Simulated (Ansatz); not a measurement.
`[NH2][Zn][O][SiH3]` from Hartree–Fock to CCSD(T)

```json
{"atom": "N1", "x (Å)": "-1.296", "y (Å)": "1.592", "z (Å)": "2.032"}
{"atom": "Zn2", "x (Å)": "-0.254", "y (Å)": "0.704", "z (Å)": "0.852"}
{"atom": "O3", "x (Å)": "0.921", "y (Å)": "-0.065", "z (Å)": "-0.214"}
{"atom": "Si4", "x (Å)": "1.058", "y (Å)": "-1.109", "z (Å)": "-1.445"}
{"atom": "H5", "x (Å)": "-1.974", "y (Å)": "2.222", "z (Å)": "1.625"}
{"atom": "H6", "x (Å)": "-1.781", "y (Å)": "1.013", "z (Å)": "2.705"}
{"atom": "H7", "x (Å)": "0.337", "y (Å)": "-2.387", "z (Å)": "-1.172"}
{"atom": "H8", "x (Å)": "0.497", "y (Å)": "-0.546", "z (Å)": "-2.709"}
{"atom": "H9", "x (Å)": "2.494", "y (Å)": "-1.425", "z (Å)": "-1.674"}
```

Charge 0, multiplicity 1. For Zn the d shell is correlated and the shells below it are frozen. Scalar relativity is left out up to krypton. The structure was optimised at the PBE0-D4/def2-TZVP level. It is one conformer, not always the lowest. Frozen core, restricted reference, the Gaussian-basis code of Ansatz.

```csv
basis,HF (Eh),MP2 corr.
def2-SVP,-2198.57803,-0.76554
def2-TZVPP,-2199.09912,-1.09379
def2-QZVPP,-2199.15844,-1.17407
```

Task: Estimate the CCSD correlation energy and the (T) correction in each basis where they were run (hartree).

Result: 
```csv
basis,CCSD corr.,(T)
def2-SVP,-0.77610,-0.01911
def2-TZVPP,-1.07085,-0.03624
```
